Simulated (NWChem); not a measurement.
Molecule: hydrogen telluride (H₂Te); SMILES [TeH2]

Results from NWChem. The geometry was optimised at PBE0/def2-SVP. No frequency run checked for a minimum. def2 effective core potentials on Te; no spin-orbit coupling. B3LYP is NWChem's, with the RPA form of VWN correlation. Ions are spin-unrestricted doublets at the neutral geometry; other ion states weren't tried.

Question: What does the run give for B3LYP/def2-SVP? Quantities: vertical ionisation energy, ΔSCF (eV); −ε(HOMO) (eV).

Answer: 
```yaml
vertical ionisation energy, ΔSCF (eV): 9.01
"−ε(HOMO) (eV)": 6.19
```
